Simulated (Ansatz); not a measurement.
Cost and result for the atomization energy of C2H8ClGeNO (`C[NH][GeH]([Cl])[O]C`) (14 atoms, 13 bonds).

Cartesian coordinates in Å:
```
C -1.618 -0.087 1.698
N -0.364 -0.255 0.987
Ge -0.356 -0.454 -0.813
Cl -1.076 -2.372 -1.477
O 1.321 -0.447 -1.356
C 2.068 0.742 -1.203
H -2.189 -1.015 1.823
H -2.254 0.621 1.160
H -1.435 0.339 2.689
H 0.270 -0.884 1.461
H -1.220 0.639 -1.455
H 1.658 1.563 -1.806
H 2.113 1.069 -0.158
H 3.083 0.540 -1.549
```

The species carries charge 0 and has multiplicity 1. Correlated methods include outer-core shells of Ge, which these sets cover unevenly. Scalar relativity is left out up to krypton. Geometry: relaxed with PBE0-D4/def2-TZVP. It is one conformer, not always the lowest. Program: Ansatz. All runs use 2 threads of an AMD EPYC 7R13 on a shared host and a share of an NVIDIA H100 80 GB. Times are those of one run each, without the atoms' runs, and a repeat can differ threefold. Electronic energies, without spin–orbit coupling; frozen cores. CCSD(T)/CBS adds CCSD(T) − MP2 in def2-TZVPP to the MP2 limit, and its time is that of the two runs behind it. T1 = 0.011. With those shells the extrapolation isn't a true limit. B3LYP takes the VWN-RPA correlation (the form of Gaussian; ORCA's B3LYP/G).

CCSD(T)/CBS is a level of theory with its own doubt, some kJ/mol a heavy atom from the limit and from the frozen cores, so smaller differences don't rank the functionals.

```tsv
level	functions	wall time
PBE0-D4/def2-TZVPP	326	4.3 s
PBE-D4/def2-TZVPP (with forces)	326	5.5 s
r2SCAN-D4/def2-TZVPP (with forces)	326	8 s
ωB97X-V/def2-TZVPP	326	8 s
B2PLYP/def2-TZVPP	326	8 s
MP2/def2-QZVPP	627	9 s
B3LYP-D4/def2-TZVPP (with forces)	326	9.5 s
ωB97M-V/def2-TZVPP (with forces)	326	11 s
CCSD(T)/def2-TZVPP	326	13 s
CCSD(T)/CBS(def2)	–	22 s
```

(1) What atomization energy does each give, and how far from CCSD(T)/CBS? (Estimate.)

Answers

(1) Computed: 
```json
{"level": "PBE0-D4/def2-TZVPP", "atomization (kJ/mol)": "4964.1", "difference from CCSD(T)/CBS": "-13.9", "per bond": "-1.1"}
{"level": "PBE-D4/def2-TZVPP (with forces)", "atomization (kJ/mol)": "5054.8", "difference from CCSD(T)/CBS": "76.8", "per bond": "5.9"}
{"level": "r2SCAN-D4/def2-TZVPP (with forces)", "atomization (kJ/mol)": "4969.5", "difference from CCSD(T)/CBS": "-8.5", "per bond": "-0.6"}
{"level": "ωB97X-V/def2-TZVPP", "atomization (kJ/mol)": "4991.2", "difference from CCSD(T)/CBS": "13.2", "per bond": "1.0"}
{"level": "B2PLYP/def2-TZVPP", "atomization (kJ/mol)": "4908.5", "difference from CCSD(T)/CBS": "-69.5", "per bond": "-5.3"}
{"level": "MP2/def2-QZVPP", "atomization (kJ/mol)": "4997.9", "difference from CCSD(T)/CBS": "19.9", "per bond": "1.5"}
{"level": "B3LYP-D4/def2-TZVPP (with forces)", "atomization (kJ/mol)": "4956.3", "difference from CCSD(T)/CBS": "-21.7", "per bond": "-1.7"}
{"level": "ωB97M-V/def2-TZVPP (with forces)", "atomization (kJ/mol)": "4973.6", "difference from CCSD(T)/CBS": "-4.4", "per bond": "-0.3"}
{"level": "CCSD(T)/def2-TZVPP", "atomization (kJ/mol)": "4852.2", "difference from CCSD(T)/CBS": "-125.8", "per bond": "-9.7"}
{"level": "CCSD(T)/CBS(def2)", "atomization (kJ/mol)": "4978.0", "difference from CCSD(T)/CBS": "0.0", "per bond": "0.0"}
```

From PBE to PBE0 (25 % exact exchange), in def2-TZVPP and without D4, the atomization energy moves by −86.2 kJ/mol: exact exchange takes away binding that semilocal exchange gives to molecules. The D4 term adds +50.3 kJ/mol with B3LYP and +26.9 kJ/mol with PBE0; it sums over pairs of atoms, weighted by their polarisabilities, and B3LYP, whose exchange is more repulsive, gets the larger term. In def2-TZVPP, CCSD(T) changes the Hartree–Fock value by +1326.2 kJ/mol (the triples alone add +76.9 kJ/mol) and MP2 by +1397.8 kJ/mol; breaking electron pairs costs correlation energy, which Hartree–Fock lacks.
